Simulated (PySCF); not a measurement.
Mo(O)(S)(F)(NH2) (FH2MoNOS), SMILES [S]=[Mo]([NH2])([F])=[O], multiplicity 1.

Coordinates come from a B3LYP-D3(BJ)/def2-SVP optimisation. The multiplicity is an assumed one; no other spin state was optimised. The structure was generated by enumeration; whether it is a known compound was not checked. The def2 effective core potentials stand for the cores of Mo; spin–orbit coupling is left out. The values are those of a single conformer.

Two levels are set side by side: PBE/def2-TZVP (PySCF) and B3LYP/def2-TZVP (PySCF). Same geometry, gas phase. Differences are taken from unrounded values.

| quantity | B3LYP |
|---|---|
| orbital gap (eV) | 4.34 |
| highest occupied level (eV) | -7.62 |
| lowest empty level (eV) | -3.28 |
| dipole moment (D) | 3.73 |
| mean polarisability (bohr³) | 68.6 |

Question: What does PBE give, and how far is it from B3LYP? (An estimate is asked for; the answer gives what the named calculation found.)

Answer: 
```tsv
quantity	PBE	PBE minus B3LYP
orbital gap (eV)	2.87	-1.47
highest occupied level (eV)	-6.60	1.02
lowest empty level (eV)	-3.74	-0.46
dipole moment (D)	3.68	-0.05
mean polarisability (bohr³)	69.8	1.2
```

PBE's occupied levels lie high since its potential decays too fast outside the molecule; exact exchange lowers them and widens the gap. Differences between two approximate levels are no errors against the true value.

Rough cost on one machine, each run with all the roots and properties that it gave: B3LYP against PBE within a factor of 2.
